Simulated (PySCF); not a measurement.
## Stretching BiH

Set-up: Bi def2-TZVP with ECP60, H def2-TZVP; scalar-relativistic core potentials (PySCF 2.14). Energies in eV from Bi + H in their ground configurations at the same level. All curves are PBE0. state 1: ³Σ⁻ (triplet), unpaired electrons π ↑↑; state 2: Ms = 0 determinant of mixed spin (⟨S²⟩ near 1.0), unpaired electrons π ↑↓, a mixture of terms (⟨Lz²⟩ = 2.0), a second solution, started from another occupation; state 3: singlet, one real π or δ orbital doubly filled, a mixture of terms (⟨Lz²⟩ = 2.0), a second solution, started from another occupation; state 4: quintet, unpaired electrons σ ↑↑, π ↑↑, a second solution, started from another occupation.

```json
{"R (Å)": "1.545", "state 1": "-1.837", "state 2": "-1.519", "state 3": "-0.636", "state 4": "4.9482"}
{"R (Å)": "1.616", "state 1": "-2.129", "state 2": "-1.810", "state 3": "-0.926", "state 4": "4.2700"}
{"R (Å)": "1.688", "state 1": "-2.296", "state 2": "-1.975", "state 3": "-1.090", "state 4": "3.6946"}
{"R (Å)": "1.742", "state 1": "-2.356", "state 2": "-2.035", "state 3": "-1.149", "state 4": "3.3172"}
{"R (Å)": "1.796", "state 1": "-2.373", "state 2": "-2.051", "state 3": "-1.163", "state 4": "2.9790"}
{"R (Å)": "1.850", "state 1": "-2.356", "state 2": "-2.032", "state 3": "-1.143", "state 4": "2.6750"}
{"R (Å)": "1.922", "state 1": "-2.290", "state 2": "-1.964", "state 3": "-1.073", "state 4": "2.3161"}
{"R (Å)": "2.011", "state 1": "-2.156", "state 2": "-1.827", "state 3": "-0.934", "state 4": "1.9309"}
{"R (Å)": "2.119", "state 1": "-1.946", "state 2": "-1.612", "state 3": "-0.716", "state 4": "1.5474"}
{"R (Å)": "2.263", "state 1": "-1.622", "state 2": "-1.278", "state 3": "-0.377", "state 4": "1.1454"}
```

Q: Put a parabola through the three lowest points of the state 1 curve and estimate Re, k and ωe (reduced mass 1.003 u; 1 eV/Å² = 0.16022 mdyn/Å; ωe = 1302.8·√(k/μ) cm⁻¹).

A: Through R = 1.742, 1.796, 1.85 Å the second-order coefficient is 5.83 eV/Å², so Re ≈ 1.796 Å, k ≈ 1.87 mdyn/Å and ωe ≈ 1778 cm⁻¹. A polynomial fit of higher order to the unrounded PBE0 energies gives Re = 1.794 Å, k = 1.94 mdyn/Å, ωe = 1813 cm⁻¹; anharmonicity and rounding make the difference.

The higher-order fit for each curve: state 1: Re = 1.794 Å, ωe = 1813 cm⁻¹, De = 2.37 eV; state 2: Re = 1.792 Å, ωe = 1824 cm⁻¹, minimum 2.05 eV below the ground-state fragments; state 3: Re = 1.790 Å, ωe = 1834 cm⁻¹, minimum 1.16 eV below the ground-state fragments. State 4 gave no clean fit.

These are scalar-relativistic numbers at best; spin–orbit coupling would shift them, the dissociation energy most. The state was picked by a PBE0 search and need not be the measured ground state.
